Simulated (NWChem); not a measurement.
System: WH$_{2}$SO$_{3}$; SMILES [S]=[W](=[O])([OH])[OH]

Input file for NWChem:

```
start job
memory heap 200 mb stack 900 mb global 1100 mb
geometry units angstroms noautoz
  W     -0.122069    -0.173071     0.000000
  O      1.486327    -0.713776     0.000000
  S     -0.055735     1.969713     0.000000
  O     -1.001798    -0.774898    -1.540779
  H     -0.670269    -1.065053    -2.397092
  O     -1.001798    -0.774898     1.540779
  H     -0.670269    -1.065053     2.397092
end
basis spherical
  * library def2-svp
end
ecp
  W library def2-ecp
end
dft
  xc b3lyp
  iterations 150
  mulliken
end
task dft energy
```

Geometry: optimised at PBE0/def2-SVP. No frequency run checked for a minimum. def2 effective core potentials on W; no spin-orbit coupling.

Question: What results follow from this input? (B3LYP/def2-SVP with def2 effective core potentials on W.) Quantities: basis functions; energy (Ha); highest occupied level (eV); orbital gap (eV); dipole (D).

Answer: 
| Item | Result |
|---|---|
| number of basis functions | 102 |
| energy (Ha) | -692.08 |
| highest occupied level (eV) | -7.05 |
| orbital gap (eV) | 4.93 |
| dipole (D) | 3.00 |
